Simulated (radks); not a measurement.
Results of a calculation; reference values are marked as such.
Neutral nitrogen inside a hard spherical wall (all orbitals vanish at R), configuration held at [He] 2s2 2p3 and not refilled when levels cross. Level of theory: non-relativistic Kohn-Sham, LDA (Slater exchange, Perdew-Wang correlation), spin-polarised, spherical densities, point nucleus; open shells are filled with parallel spins first (a radial shooting solver on a logarithmic mesh with Libxc functionals). Eigenvalues in eV for spin up, with the zero of energy where the potential of the charges vanishes at infinity; a dash marks a level that is unbound or too diffuse for the functional's potential to be trusted. A positive occupied level is held by the wall or, in an anion where self-interaction has pushed it up, behind a barrier. The pressure on the wall is -dE/dV.

[
 {"R (bohr)": "free", "E (hartree)": "-54.13439", "kinetic (hartree)": "53.860", "e(1s)": "-380.83", "e(2s)": "-19.604", "e(2p)": "-8.395", "e(3s, empty)": "-0.143", "e(3p, empty)": "-", "pressure (GPa)": "0"},
 {"R (bohr)": "20", "E (hartree)": "-54.13439", "kinetic (hartree)": "53.860", "e(1s)": "-380.83", "e(2s)": "-19.604", "e(2p)": "-8.395", "e(3s, empty)": "-0.115", "e(3p, empty)": "0.534", "pressure (GPa)": "< 0.0001"},
 {"R (bohr)": "15", "E (hartree)": "-54.13439", "kinetic (hartree)": "53.860", "e(1s)": "-380.83", "e(2s)": "-19.604", "e(2p)": "-8.395", "e(3s, empty)": "-0.039", "e(3p, empty)": "0.862", "pressure (GPa)": "< 0.0001"},
 {"R (bohr)": "10", "E (hartree)": "-54.13438", "kinetic (hartree)": "53.860", "e(1s)": "-380.83", "e(2s)": "-19.603", "e(2p)": "-8.395", "e(3s, empty)": "0.393", "e(3p, empty)": "1.866", "pressure (GPa)": "0.000109"},
 {"R (bohr)": "8", "E (hartree)": "-54.13432", "kinetic (hartree)": "53.861", "e(1s)": "-380.82", "e(2s)": "-19.596", "e(2p)": "-8.387", "e(3s, empty)": "1.115", "e(3p, empty)": "3.089", "pressure (GPa)": "0.00419"},
 {"R (bohr)": "6", "E (hartree)": "-54.13258", "kinetic (hartree)": "53.876", "e(1s)": "-380.66", "e(2s)": "-19.489", "e(2p)": "-8.270", "e(3s, empty)": "3.519", "e(3p, empty)": "6.408", "pressure (GPa)": "0.192"},
 {"R (bohr)": "3.5", "E (hartree)": "-54.00875", "kinetic (hartree)": "54.522", "e(1s)": "-376.11", "e(2s)": "-16.655", "e(2p)": "-4.987", "e(3s, empty)": "24.068", "e(3p, empty)": "28.179", "pressure (GPa)": "43.3"},
 {"R (bohr)": "2", "E (hartree)": "-51.84777", "kinetic (hartree)": "61.259", "e(1s)": "-346.88", "e(2s)": "7.435", "e(2p)": "20.035", "e(3s, empty)": "134.86", "e(3p, empty)": "124.79", "pressure (GPa)": "2840"},
 {"R (bohr)": "1.5", "E (hartree)": "-47.08416", "kinetic (hartree)": "72.277", "e(1s)": "-314.44", "e(2s)": "49.979", "e(2p)": "57.233", "e(3s, empty)": "295.88", "e(3p, empty)": "252.50", "pressure (GPa)": "17700"}
]
